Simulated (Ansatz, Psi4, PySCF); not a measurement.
ClSn (SMILES [Cl][Sn+]), charge +1, singlet, at a GFN2-xTB geometry (such geometries of metal compounds can be far from the true shape) (core potentials on Sn). Base run: B3LYP5/def2-SVP (PySCF).

Input for PySCF:
```python
from pyscf import gto, scf, dft

mol = gto.M(
    atom='''
Sn   -0.00000000   -0.00000000   -0.58286497
Cl    0.00000000    0.00000000    1.71430873
''',
    basis='def2-svp',
    ecp={'Sn': 'def2-svp'},
    charge=1,
    verbose=4,
)

mf = dft.RKS(mol)
mf.xc = 'b3lyp5'
mf.kernel()
```

The same geometry, method and basis name were run in Ansatz (a program for electronic structure) and Psi4 and PySCF, at each program's defaults and at the settings that a row names. The base is PySCF at its defaults. Differences at the defaults can come from grids, fitting, cores and function types together.

```
code and settings                                                                             ΔE vs base (mEh)  basis functions      E (Eh)  SCF cycles
--------------------------------------------------------------------------------------------  ----------------  ---------------  ----------  ----------
PySCF, defaults (exact integrals, its default grid, spherical functions)                                 0.000               44  -674.06637          11
Psi4, defaults (density fitting with its default set, its default grid, spherical functions)             0.005               44  -674.06637           8
Ansatz, defaults (factorised integrals, its default grid, spherical functions)                           0.001               44  -674.06637           -
PySCF, density fitting with def2-universal-jkfit                                                        -0.005               44  -674.06638          11
PySCF, fine grid                                                                                         0.000               44  -674.06637          11
Psi4, exact integrals, spherical functions, fine grid                                                    0.000               44  -674.06637          10
Ansatz, high accuracy                                                                                    0.001               44  -674.06637           -
```
